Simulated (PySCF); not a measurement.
All values below come from B3LYP-D3(BJ)/def2-TZVP // BP86-D3(BJ)/def2-SVP in PySCF 2.14.0. Isolated molecules, 0 K electronic values unless said otherwise. B3LYP has the VWN-RPA correlation part, as in Gaussian. 

Reference species: [Hf(Cl)4] (neutral, multiplicity 1).

The LUMO comes out as -2.45 eV and the HOMO comes out as -9.42 eV. The coordination number comes out as 4.

Changed species: [Hf(Br)4] (4 of 4 Cl replaced by Br; the reference has 0 of 4 Cl replaced by Br).

Predict the effect on the LUMO, HOMO and coordination number.

the LUMO decreases by 0.18 eV, to -2.63 eV; the HOMO goes up by 0.79 eV, to -8.63 eV; the coordination number is nearly the same.
